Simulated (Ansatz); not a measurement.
Reaction (ligand exchange at a Ge–O bond): `[OH][GeH]` + CH₃OH → `C[O][GeH]` + H₂O

Isolated molecules relaxed with PBE0-D4/def2-TZVP in Ansatz; ΔE leaves out vibrations. CBS: MP2 limit from def2 TZ/QZ plus the TZ coupled-cluster correction, frozen cores. This one scheme is used for every species. Functionals use def2-TZVPP. B3LYP here is the variant with VWN-RPA as its local correlation; programs differ in this. HSE06 is defined as in plane-wave codes. For Ge outer-core shells are correlated without core-valence functions, which leaves a few kJ/mol of doubt a bond. Scalar relativity is left out up to krypton.

```csv
level,ΔE (kJ/mol),difference from CCSD(T)/CBS
LDA (SPW92),-10.0,-1.3
PBE-D4,-7.4,1.3
revPBE-D4,-8.6,0.1
BLYP-D4,-9.6,-0.9
r2SCAN-D4,-5.6,3.1
B97M-V,-6.8,1.9
PBE0-D4,-6.2,2.5
B3LYP-D4,-8.2,0.5
r2SCANh-D4,-5.4,3.3
r2SCAN0-D4,-5.2,3.5
HSE06-D4,-6.1,2.6
BHLYP-D4,-7.0,1.7
CAM-B3LYP-D4,-6.4,2.3
ωB97X-V,-4.3,4.4
ωB97M-V,-5.1,3.6
B2PLYP,-5.3,3.4
PBE-QIDH,-5.5,3.2
PBE,-4.3,4.4
revPBE,-1.8,6.9
r2SCAN,-4.8,3.9
PBE0,-3.5,5.2
B3LYP,-3.2,5.5
r2SCAN0,-4.3,4.4
HSE06,-3.5,5.2
BHLYP,-2.7,6.0
CAM-B3LYP,-3.6,5.1
HF/def2-SVP,-0.8,7.9
MP2/def2-SVP,-4.7,4.0
CCSD/def2-SVP,-3.4,5.3
CCSD(T)/def2-SVP,-4.4,4.3
MP2/def2-TZVPP,-8.2,0.5
SCS-MP2/def2-TZVPP,-5.7,3.0
CCSD/def2-TZVPP,-5.3,3.4
CCSD(T)/def2-TZVPP,-6.9,1.8
HF/def2-QZVPP,0.2,8.9
MP2/def2-QZVPP,-9.2,-0.5
SCS-MP2/def2-QZVPP,-6.6,2.1
HF/CBS(def2),0.2,8.9
MP2/CBS(def2),-10.0,-1.3
CCSD/CBS(def2),-7.2,1.5
CCSD(T)/CBS,-8.7,0
```

Largest T1 diagnostic among the species: 0.016.

At CCSD(T), def2-SVP lies +4.3 kJ/mol from the extrapolated value and def2-TZVPP +1.8 kJ/mol. In def2-TZVPP, CCSD(T) changes the Hartree–Fock value by −7.2 kJ/mol (the triples alone add −1.6 kJ/mol) and MP2 by −8.4 kJ/mol. Leaving LDA and LC-ωPBE aside and taking each functional with its dispersion term where it has one, the values spread over 5.3 kJ/mol, from BLYP-D4 to ωB97X-V. LDA lies −5.7 kJ/mol from PBE without D4.
